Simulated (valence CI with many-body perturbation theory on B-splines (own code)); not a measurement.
Values are calculated unless marked as measured or tabulated.
## Sensitivity of CI+MBPT for W⁶⁷⁺

Method: valence CI with perturbative core correlation (CI+MBPT): five valence electrons over a frozen Dirac-Fock core [He], radial functions for each j: 6 s, 6 p, 5 d, 3 f, 1 g, with the one-electron correlation potential Σ1, the two-electron term Σ2, the three-electron term Σ3, Breit, model QED; selected CI, second order for the rest, scaled by the run's own slope (own B-spline code, finite nucleus).

No measured spectrum was set against this ion. As an estimate, large intervals hold to a few tenths of a per cent, small ones and those within an open d or f shell to about a per cent. Among the levels kept, up to 1800 cm⁻¹ of a level comes from second order outside the variational space, and about a tenth of that is noise between levels of different J, which matters for small intervals.

The reference run has the lowest level (2s^2 2p1/2^2 2p3/2) J=3/2 and an ionisation energy of 16635.3 eV. Its largest variational space holds 10000 state functions.

Levels are named by their leading jj configuration (3d3/2^4 stands for four electrons in 3d with j = 3/2), which in mixed levels can hold well under half, so a name can repeat and another be missing. Letters in brackets count levels of one name in rising energy.

```tsv
Level	Reference (× 10³ cm⁻¹)	Shift (cm⁻¹)
(2s^2 2p1/2 2p3/2^2) J=3/2	11192	-1782
(2s^2 2p1/2 2p3/2^2) J=5/2	11379	-1783
(2s^2 2p1/2 2p3/2^2) J=1/2	11804	-1792
(2s 2p1/2^2 2p3/2^2) J=5/2	13986	+1030
(2s 2p1/2^2 2p3/2^2) J=1/2	14843	+1017
(2s 2p1/2^2 2p3/2^2) J=3/2	14853	+1025
(2s^2 2p3/2^3) J=3/2	23021	-3549
(2s 2p1/2 2p3/2^3) J=3/2 [a]	25403	-753
(2s 2p1/2 2p3/2^3) J=5/2	25736	-750
(2s 2p1/2 2p3/2^3) J=1/2	26262	-756
(2s 2p1/2 2p3/2^3) J=3/2 [b]	26328	-753
(2p1/2^2 2p3/2^3) J=3/2	29411	+2014
```

The ionisation energy moves by -0.31 eV.

(1) Which of these changes was made?
A. logarithmic knot step 0.27 → 1.1
B. scale of Σ1 1 → 0
C. highest l with Σ1, explicit Σ2 and valence Breit (higher l get mean screening factors) 3 → 0
D. shift of the energy in Σ1 (hartree) 0 → -43.2

## Answers

(1) B. scale of Σ1 1 → 0.
